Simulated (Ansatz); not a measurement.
A nudged elastic band was laid between two geometries of F$_{2}$H$_{6}$OSW (11 atoms, charge 0, multiplicity 1).

These are results of Ansatz, RKS B3LYP/def2-SVP, not measurements.

```
movable images  : 5
climbing image  : yes
spring          : 5.0 eV/Å²
optimiser       : quadratic models (default)
start path      : through a guess of the saddle point
force threshold : 0.05 eV/Å
iteration limit : 60
end points      : relaxed
```

First end point:

```xyz
11
Properties=species:S:1:pos:R:3
W -0.230 0.225 0.247
O -0.518 -0.693 1.895
H 0.046 -1.372 2.288
H 1.051 0.432 -0.841
F -0.197 2.135 0.094
F -2.067 0.196 -0.219
H 0.909 -1.026 0.180
H -0.269 -0.762 -1.108
S 2.073 1.012 1.544
H 1.528 1.521 2.678
H 2.140 2.232 0.959
```

Last end point:

```xyz
11
Properties=species:S:1:pos:R:3
W 0.104 0.415 0.154
O -0.539 -0.421 2.239
H -0.832 0.334 2.776
H 1.252 0.164 -1.045
F -0.853 1.852 1.037
F -0.811 -1.112 -0.412
H 1.402 -0.643 0.407
H -0.137 1.051 -1.394
S 1.847 1.921 0.808
H 2.962 1.291 0.371
H 0.070 -0.951 2.774
```

What changes between the two ends?

Bonds broken: S9–H11. Bonds formed: O2–H11.

Give the energies along the band, and the barrier.

It converged. The highest image is number 3 of 0 to 6, 0.74 eV above the first end and 0.79 eV above the last; the last end lies 0.05 eV below the first. The profile has 2 maxima (images 3, 5) with wells between them (image 4): this band takes more than one step, which may be the mechanism or a detour left from its start path. A vibrational analysis at the climbing image gives one clearly imaginary mode, 1069i cm⁻¹: a first-order saddle point. The orbitals stay closed-shell, which can raise the energy where a bond breaks towards radicals; this wasn't checked here.

```
image  path coordinate (Å)  energy (eV)  S9–H11 (Å)  O2–H11 (Å)
    0                 0.00         0.00        1.35        4.06
    1                 1.64         0.04        1.36        3.53
    2                 3.28         0.07        1.36        2.94
    3                 4.92         0.74        1.62        1.25
    4                 7.64         0.01        3.11        0.97
    5                10.35         0.10        4.43        0.97
    6                13.07        -0.05        3.91        0.97
```

What is the geometry of the highest image?


```xyz
11
Properties=species:S:1:pos:R:3
W -0.134 0.417 0.125
O -0.246 -0.088 2.128
H -0.414 -0.975 2.485
H 1.150 0.786 -0.895
F -0.621 2.122 -0.507
F -1.789 -0.504 -0.092
H 1.216 -0.594 0.276
H 0.188 -0.573 -1.179
S 1.630 1.727 1.602
H 2.728 0.970 1.384
H 0.758 0.613 2.389
```

Run time: 5.8 min on 4 threads of Arm Neoverse V2 (shared host), peak memory 0.32 GiB.
